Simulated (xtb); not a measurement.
C5H7F, SMILES C=CC/C=C\F. All values are semi-empirical tight-binding results from xtb (GFN2-xTB unless named), good for trends rather than for accurate numbers. Coordinates come from a GFN2-xTB optimisation. The structure was generated by enumeration; whether it is a known compound was not checked. One conformer was computed; it need not be the lowest.

```yaml
orbital_gap: 4.94 eV
dipole_moment: 1.84 D
zero_point_energy: 64.8 kcal/mol
G − E(el) at 298.15 K (modified RRHO): 45.3 kcal/mol
static polarisability (D4 model): 62.4 bohr³
solvation energy, GFN2-xTB/ALPB(water): -1.8 kcal/mol
solvation energy, GFN2-xTB/ALPB(benzene): -4.8 kcal/mol
```

Computed IR lines (harmonic; lines under 4 % of the strongest left out, lines within 3 cm⁻¹ merged):
ν (cm⁻¹): 206 (w), 241 (w), 419 (w), 460 (w), 627 (w), 780 (m), 897 (m), 907 (m), 965 (vs), 996 (s), 1023 (m), 1064 (vs), 1125 (m), 1184 (w), 1226 (m), 1262 (w), 1291 (w), 1319 (vs), 1414 (w), 1455 (w), 1712 (m), 1728 (vs), 2966 (s), 2979 (m), 3060 (s), 3080 (m), 3096 (s), 3099 (s), 3125 (vs) (against the strongest line: vs over 80 %, s over 45 %, m over 15 %, w over 4 %, vw less)
